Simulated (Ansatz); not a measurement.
```xyz
20

C     2.2814    0.0000    0.0000
C     1.8457    1.3410    0.0000
C     0.7050    2.1698    0.0000
C    -0.7050    2.1698    0.0000
C    -1.8457    1.3410    0.0000
C    -2.2814    0.0000    0.0000
C    -1.8457   -1.3410    0.0000
C    -0.7050   -2.1698    0.0000
C     0.7050   -2.1698    0.0000
C     1.8457   -1.3410    0.0000
H     3.3664    0.0000    0.0000
H     2.7235    1.9787    0.0000
H     1.0403    3.2017    0.0000
H    -1.0403    3.2017    0.0000
H    -2.7235    1.9787    0.0000
H    -3.3664    0.0000    0.0000
H    -2.7235   -1.9787    0.0000
H    -1.0403   -3.2017    0.0000
H     1.0403   -3.2017    0.0000
H     2.7235   -1.9787    0.0000
```

Basis set: def2-TZVP (spherical functions). Charge 0, multiplicity 3.

Computed with Ansatz (development build ahead of 0.2.0); each method stands on the lowest determinant of its kind that the runs found. Restricted functionals stand beside restricted open-shell atoms, which can lie above the unrestricted atoms usual in DFT and then raise those values.

**Question.** Give the atomization energy at this shape (free ground-state atoms in the same class of orbitals less the molecule, no zero-point energy) of triplet C10H10 by ωB97X (unrestricted), PBE0 (unrestricted), PBE0 (restricted open-shell).

**Answer.**

```
                      method  atomization energy
        ωB97X (unrestricted)            91.95 eV
         PBE0 (unrestricted)            93.64 eV
PBE0 (restricted open-shell)            93.97 eV
```

Caution: another spin multiplicity may lie lower. Caution for ωB97X (unrestricted): the unrestricted determinant is spin contaminated.

The shape needn't be a minimum at these levels.
